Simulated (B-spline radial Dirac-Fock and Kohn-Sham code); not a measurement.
**Dipole and non-dipole photoemission parameters of Gd²⁺ 3p3/2**

System: the Gd²⁺ ion in the configuration [Xe] 4f7 5d1; threshold 1556.0 eV (orbital energy of the model). Method: Dirac-Hartree-Slater photoionisation with a Latter tail; cross sections with all multipoles, angular parameters from the dipole term and its interference with E2. Computed with a radial B-spline solver.

For linearly polarised light dσ/dΩ = σ/(4π) [1 + β P₂(cos θ) + (δ + γ cos²θ) sin θ cos φ], with θ from the polarisation vector and φ the angle between the beam and the projection of the electron momentum on the plane normal to the polarisation.

```tsv
hν (eV)	σ (kb)	β	γ	δ
1750	159	0.960	0.320	0.115
1970	133	1.257	0.296	0.050
2000	130	1.282	0.281	0.045
2220	110	1.415	0.169	0.023
3060	62.2	1.605	-0.038	0.007
3490	48.2	1.638	-0.038	0.008
4130	34.2	1.662	0.023	0.010
5000	22.6	1.668	0.160	0.013
5414.7	18.9	1.666	0.235	0.015
8047.8	7.39	1.619	0.711	0.027
8220	?	?	?	?
11700	2.82	1.533	1.267	0.048
12300	2.47	1.519	1.344	0.051
```

Problem. Give the values at 8220 eV.

Solution. σ = 7.02 kb, β = 1.615, γ = 0.740, δ = 0.028.
